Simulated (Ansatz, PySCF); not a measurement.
Process, species as SMILES: O[Si](F)(F)F + 4 [H][H] (H2) → 3 F (HF) + O (H2O) + [SiH4] (SiH4)
Geometries: B3LYP-D3(BJ)/def2-TZVP minima from Ansatz (a first-principles code), one conformer each, not searched for the lowest. Frequencies are from Ansatz or PySCF.

Property: energy of full hydrogenation (enthalpy at 298 K, with B3LYP-D3(BJ) rigid-rotor harmonic-oscillator terms), in kJ/mol. Valence correlation only, unless marked. Spin-orbit coupling is left out. Non-relativistic unless marked X2C. CBS(X,Y): correlation extrapolated as X^-3; Hartree-Fock from the larger set.

| level | program | energy of full hydrogenation (kJ/mol) |
|---|---|---|
| HF-D4/def2-TZVPD | PySCF + dftd4 | 534.4 |
| PBE0-D3(BJ)/def2-TZVP | Ansatz + dftd3 | (withheld) |
| TPSSh/def2-TZVPD | PySCF | (withheld) |
| SCS-MP2/cc-pV(D+d)Z | Ansatz | 454.4 |
| CCSD/6-31G | Ansatz | 412.9 |
| X2C-CCSD(T)/cc-pVTZ-DK | Ansatz | 493.0 |
| CCSD(T)/CBS(cc-pV(T+d)Z,cc-pV(Q+d)Z) | Ansatz | 521.2 |

Question: What belongs in the gaps?

Answer: 
- PBE0-D3(BJ)/def2-TZVP, energy of full hydrogenation (kJ/mol): 497.4
- TPSSh/def2-TZVPD, energy of full hydrogenation (kJ/mol): 505.3
